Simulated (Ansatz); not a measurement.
Consider the ligand exchange at the Si–C bond: `F[SiH](Cl)C#C[SiH2]Cl` + `S[SiH](Cl)Cl` → `Cl[SiH2]S[SiH](Cl)Cl` + `C#C[SiH](F)Cl`.

Computed with Ansatz on PBE0-D4/def2-TZVP structures; ΔE is electronic, products minus reactants. CBS: MP2 limit from def2 TZ/QZ plus the TZ coupled-cluster correction, frozen cores. This one scheme is used for every species. Functionals use def2-TZVPP. B3LYP here is the variant with VWN-RPA as its local correlation; programs differ in this. Each species was taken in one conformer, which may not be the lowest.

Question: Is it downhill or uphill in electronic energy at CCSD(T)/CBS, and by how much? (An estimate is asked.)

Answer: Computed: Downhill: ΔE = -31.4 kJ/mol.

Question: What do these levels give: PBE-D4, B3LYP-D4, ωB97X-V, B2PLYP, PBE, r2SCAN, PBE0, B3LYP, HF/def2-TZVPP, CCSD/def2-TZVPP, CCSD(T)/def2-TZVPP, SCS-MP2/def2-QZVPP? (Best estimate.)

Answer: The calculation gave: PBE-D4 -34.1, B3LYP-D4 -31.7, ωB97X-V -31.1, B2PLYP -22.8, PBE -26.1, r2SCAN -28.3, PBE0 -27.3, B3LYP -18.4, HF/def2-TZVPP -16.2, CCSD/def2-TZVPP -23.9, CCSD(T)/def2-TZVPP -26.1, SCS-MP2/def2-QZVPP -27.4 kJ/mol.

Largest T1 diagnostic among the species: 0.012.

The D4 term adds −13.3 kJ/mol with B3LYP and −7.4 kJ/mol with PBE0; it sums over pairs of atoms, weighted by their polarisabilities, and B3LYP, whose exchange is more repulsive, gets the larger term. In def2-TZVPP, CCSD(T) changes the Hartree–Fock value by −9.9 kJ/mol (the triples alone add −2.2 kJ/mol) and MP2 by −13.9 kJ/mol.
